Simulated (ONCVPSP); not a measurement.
u(r) = r·R(r): atom against pseudo-atom (helium)

Columns: radius, all-electron u(r) and pseudo u(r) of the 1s shell (level -15.52 eV) of helium in the configuration 1s2; LDA (Perdew-Wang 92), scalar-relativistic, ONCV scheme, ONCVPSP 4.0.1.

| r (bohr) | all-electron | pseudo |
| --- | --- | --- |
| 0.030 | 0.1330 | 0.1070 |
| 0.060 | 0.2506 | 0.2121 |
| 0.090 | 0.3542 | 0.3132 |
| 0.120 | 0.4451 | 0.4086 |
| 0.150 | 0.5247 | 0.4965 |
| 0.180 | 0.5940 | 0.5757 |
| 0.210 | 0.6540 | 0.6456 |
| 0.240 | 0.7058 | 0.7061 |
| 0.270 | 0.7499 | 0.7571 |
| 0.300 | 0.7873 | 0.7995 |
| 0.330 | 0.8187 | 0.8335 |
| 0.360 | 0.8447 | 0.8599 |
| 0.390 | 0.8657 | 0.8792 |
| 0.420 | 0.8825 | 0.8929 |
| 0.450 | 0.8954 | 0.9022 |
| 0.480 | 0.9048 | 0.9084 |
| 0.510 | 0.9111 | 0.9125 |
| 0.540 | 0.9147 | 0.9150 |
| 0.570 | 0.9158 | 0.9158 |
| 0.600 | 0.9148 | 0.9147 |
| 0.630 | 0.9117 | 0.9117 |
| 0.660 | 0.9070 | 0.9070 |
| 0.690 | 0.9008 | 0.9008 |
| 0.720 | 0.8932 | 0.8932 |
| 0.750 | 0.8844 | 0.8844 |
| 0.780 | 0.8747 | 0.8747 |

How many radial nodes do the two functions have?

The all-electron 1s function has n − l − 1 = 0; the pseudo-wave has 0.

At about which radius was the pseudo-wave matched?

0.60 bohr. The columns agree to 0.0005 from 0.54 bohr on; several derivatives are matched, so the curves merge somewhat inside the radius.

Where does each function peak?

Outermost all-electron maximum near 0.57 bohr, pseudo maximum near 0.57 bohr (to the table’s step).

Is the pseudo-wave norm-conserving?

Yes: the ONCV scheme keeps the norm inside the radius equal to the all-electron one, which fixes the energy derivative of the logarithmic derivative at the level.
